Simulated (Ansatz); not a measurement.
```yaml
crystal:
  periodic: [false, false, false]
  atoms:
    - {symbol: N, position_ang: [-0.107450, 0.856683, -0.633550]}
    - {symbol: C, position_ang: [0.012856, 1.235280, 0.729833]}
    - {symbol: Si, position_ang: [0.106178, -0.795907, 1.449971]}
    - {symbol: Ga, position_ang: [0.292452, -1.117564, -1.419658]}
    - {symbol: H, position_ang: [-0.351101, 1.780903, -0.890371]}
    - {symbol: H, position_ang: [-0.451035, 2.069448, 1.140736]}
    - {symbol: H, position_ang: [-1.137177, -1.447505, 2.113925]}
    - {symbol: H, position_ang: [1.282812, -1.193237, 1.947742]}
    - {symbol: H, position_ang: [-0.955497, -1.465924, -2.021403]}
    - {symbol: H, position_ang: [1.731364, -0.900437, -2.028267]}
basis:
  gaussian: {orbitals: STO-3G}
total_charge: 1
magnetization: {spin_polarized: false, initial_magnetization: 1}
hamiltonian: {xc: {name: HF}, pseudopotentials: {relativity: none}}
correlation: {method: ccsd}
accuracy: high
```

```sh
$ ansatz run in.yaml --threads 4 --pin off --events-out ev --progress --plain --max-ram 10444MiB
```

Output, abridged:

```
Functional definition: HF
790 factors; integrals over basis functions are off by at most 1.4e-8 eV
mean field evaluation 1: about -62060.7493 eV, gradient 2.6e1 eV
mean field evaluation 2: about -62060.8574 eV, gradient 2.6e1 eV
mean field evaluation 4: about -62064.0836 eV, gradient 5.1e0 eV
mean field evaluation 8: about -62060.5981 eV, gradient 2.5e1 eV
mean field evaluation 16: about -62067.3346 eV, gradient 2.8e-2 eV
mean field evaluation 64: about -62067.2900 eV, gradient 6.1e-1 eV
mean field evaluation 96: about -62067.3359 eV, gradient 5.2e-2 eV
mean field -62067.33514566 eV, -2280.9324958521 hartree, gradient 2.1e-8 eV, S^2 0.750000; 9 other end points of the search recorded, 0 dependent functions left out
mean field evaluation 224: about -62067.9597 eV, gradient 6.3e-2 eV
mean field evaluation 288: about -62063.3940 eV, gradient 3.5e-4 eV
mean field evaluation 320: about -62064.6505 eV, gradient 2.3e-3 eV
mean field evaluation 384: about -62065.9099 eV, gradient 4.1e-4 eV
determinant -62067.33514566 eV, -2280.9324958521 hartree, with singles and doubles -62075.09375699 eV, -2281.2176195597 hartree
determinant -62067.15102531 eV, -2280.9257295541 hartree, with singles and doubles -62075.10756161 eV, -2281.2181268699 hartree
determinant -62067.15102531 eV, -2280.9257295541 hartree, with singles and doubles -62075.11004381 eV, -2281.2182180891 hartree
determinant -62067.33514566 eV, -2280.9324958521 hartree, with singles and doubles -62075.09581930 eV, -2281.2176953480 hartree
unrestricted determinant -62067.95814743 eV, -2280.9553907449 hartree, S^2 1.4141
16 core orbitals not correlated: weight in the atoms' cores, before any rotation towards them, 0.999 or more for the frozen orbitals, at most 0.001 for the correlated occupied ones
reference -62067.33514566 eV, -2280.9324958521 hartree; 16, 15 occupied and 11, 12 virtual orbitals, 790 factors
second order -6.22634202 eV of doubles, -0.00101000 eV of singles
cycle   1  -7.76067496 eV  change   -1.3e-6 eV  update   9.8e-6
cycle   2  -7.76067559 eV  change   -6.3e-7 eV  update   9.7e-6
cycle   3  -7.76067712 eV  change   -1.5e-6 eV  update   9.7e-6
cycle   4  -7.76067657 eV  change    5.5e-7 eV  update   9.6e-6
cycle   5  -7.76067505 eV  change    1.5e-6 eV  update   9.6e-6
cycle   6  -7.76067463 eV  change    4.2e-7 eV  update   9.5e-6
cycle   7  -7.76067445 eV  change    1.8e-7 eV  update   9.5e-6
cycle   8  -7.76067430 eV  change    1.5e-7 eV  update   9.5e-6
[...]
cycle 267  -7.76072799 eV  change   -2.7e-8 eV  update   1.5e-6
cycle 268  -7.76072803 eV  change   -4.0e-8 eV  update   1.5e-6
cycle 269  -7.76072805 eV  change   -2.4e-8 eV  update   1.5e-6
cycle 270  -7.76072805 eV  change  -5.0e-10 eV  update   1.5e-6
cycle 271  -7.76072806 eV  change   -1.2e-8 eV  update   1.5e-6
cycle 272  -7.76072812 eV  change   -6.1e-8 eV  update   1.5e-6
cycle 273  -7.76072826 eV  change   -1.3e-7 eV  update   1.5e-6
cycle 274  -7.76072845 eV  change   -1.9e-7 eV  update   1.5e-6
cycle 275  -7.76072865 eV  change   -2.0e-7 eV  update   1.4e-6
cycle 276  -7.76072888 eV  change   -2.3e-7 eV  update   1.4e-6
cycle 277  -7.76072915 eV  change   -2.6e-7 eV  update   1.4e-6
cycle 278  -7.76072946 eV  change   -3.1e-7 eV  update   1.4e-6
cycle 279  -7.76072981 eV  change   -3.5e-7 eV  update   1.3e-6
cycle 280  -7.76073011 eV  change   -3.0e-7 eV  update   1.3e-6
cycle 281  -7.76073041 eV  change   -2.9e-7 eV  update   1.3e-6
cycle 282  -7.76073069 eV  change   -2.8e-7 eV  update   1.2e-6
cycle 283  -7.76073098 eV  change   -2.9e-7 eV  update   1.2e-6
cycle 284  -7.76073122 eV  change   -2.5e-7 eV  update   1.2e-6
cycle 285  -7.76073140 eV  change   -1.8e-7 eV  update   1.1e-6
cycle 286  -7.76073154 eV  change   -1.4e-7 eV  update   1.1e-6
cycle 287  -7.76073164 eV  change   -1.1e-7 eV  update   1.0e-6
cycle 288  -7.76073176 eV  change   -1.2e-7 eV  update   1.0e-6
cycle 289  -7.76073191 eV  change   -1.5e-7 eV  update   9.7e-7
cycle 290  -7.76073207 eV  change   -1.7e-7 eV  update   9.3e-7
cycle 291  -7.76073225 eV  change   -1.8e-7 eV  update   9.0e-7
cycle 292  -7.76073243 eV  change   -1.8e-7 eV  update   8.7e-7
cycle 293  -7.76073259 eV  change   -1.6e-7 eV  update   8.5e-7
cycle 294  -7.76073272 eV  change   -1.3e-7 eV  update   8.2e-7
cycle 295  -7.76073283 eV  change   -1.1e-7 eV  update   8.0e-7
cycle 296  -7.76073297 eV  change   -1.4e-7 eV  update   7.8e-7
cycle 297  -7.76073312 eV  change   -1.5e-7 eV  update   7.6e-7
cycle 298  -7.76073328 eV  change   -1.5e-7 eV  update   7.5e-7
cycle 299  -7.76073338 eV  change   -1.1e-7 eV  update   7.3e-7
Error: not converged in 300 cycles: update norm 7.223e-7, energy change -4.539e-8 eV, smallest ratio of the change in the update to the step in singles and doubles: 1.4e-3
```

Run time 28 s (4 threads of an AMD EPYC 7R13 on a shared host); peak host memory 0.48 GiB.
